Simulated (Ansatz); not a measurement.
Computed with Ansatz on PBE0-D4/def2-TZVP structures; ΔE is electronic, products minus reactants. CCSD(T)/CBS adds triple-zeta CCSD(T) − MP2 to the extrapolated MP2 energy (def2 sets, frozen cores). This one scheme is used for every species, atoms too. Functionals use def2-TZVPP. B3LYP here is the variant with VWN-RPA as its local correlation; programs differ in this. No spin–orbit coupling; open shells (•) take unrestricted orbitals. Spin–orbit coupling would lower the free atoms: a little for F. For Se outer-core shells are correlated without core-valence functions, so the limit isn't a true one: a few kJ/mol of doubt a bond, and 10 to 20 or more in all where bonds break to atoms. Scalar relativity is left out up to krypton. One conformer a species, not always the lowest.

Consider the hydrogen abstraction from the Se–H bond: `CC[SeH]` + F• → `CC[Se]`• + H–F.

`CC[SeH]`:

```xyz
9

C    -0.006    0.956    0.227
C    -0.489   -0.362   -0.334
Se    0.946   -1.637   -0.719
H    -0.849    1.637    0.381
H     0.704    1.435   -0.449
H     0.492    0.817    1.189
H    -0.980   -0.229   -1.300
H    -1.201   -0.853    0.329
H     1.383   -1.765    0.677
```

`CC[Se]`•:

Cartesian coordinates in Å:
```
C 0.202 -0.706 -0.367
C -0.013 0.598 0.368
Se -1.794 1.352 0.196
H 1.227 -1.063 -0.221
H 0.034 -0.586 -1.438
H -0.481 -1.478 -0.008
H 0.668 1.383 0.026
H 0.158 0.499 1.444
```

H–F:

Z-matrix (Å, degrees):
```
F
H 1 0.920
```

```
             level  ΔE (kJ/mol)  difference from CCSD(T)/CBS
         revPBE-D4       -238.1                          2.4
        r2SCANh-D4       -228.7                         11.8
           ωB97M-V       -237.9                          2.6
          PBE-QIDH       -229.7                         10.8
             B3LYP       -238.2                          2.3
         CAM-B3LYP       -241.3                         -0.8
     HF/def2-TZVPP       -161.1                         79.4
SCS-MP2/def2-TZVPP       -239.2                          1.3
    MP2/def2-QZVPP       -259.3                        -18.8
SCS-MP2/def2-QZVPP       -245.6                         -5.1
       CCSD(T)/CBS       -240.5                            0
```

What do rigid-rotor, harmonic-oscillator terms from PBE0-D4/def2-TZVP frequencies (298.15 K, 1 bar) make of the CCSD(T)/CBS value? (Estimate.)

Computed: ΔZPE = +1.5 kJ/mol, ΔH = -237.9 kJ/mol, ΔS = 9 J/(mol·K), ΔG = -240.7 kJ/mol. Open shells count their whole term as degenerate.

Largest T1 diagnostic among the species: 0.009.

From PBE to PBE0 (25 % exact exchange), in def2-TZVPP and without D4, ΔE moves by +18.4 kJ/mol. Leaving LDA and LC-ωPBE aside and taking each functional with its dispersion term where it has one, the values, not all of them listed here, spread over 37.6 kJ/mol, from PBE-D4 to BHLYP-D4. LDA lies −34.5 kJ/mol from PBE without D4. In def2-TZVPP, CCSD(T) changes the Hartree–Fock value by −69.4 kJ/mol (the triples alone add −3.1 kJ/mol) and MP2 by −91.9 kJ/mol.

CCSD(T)/CBS has its own doubt, a few kJ/mol and more with outer-core shells, so smaller differences from it don't rank the levels.
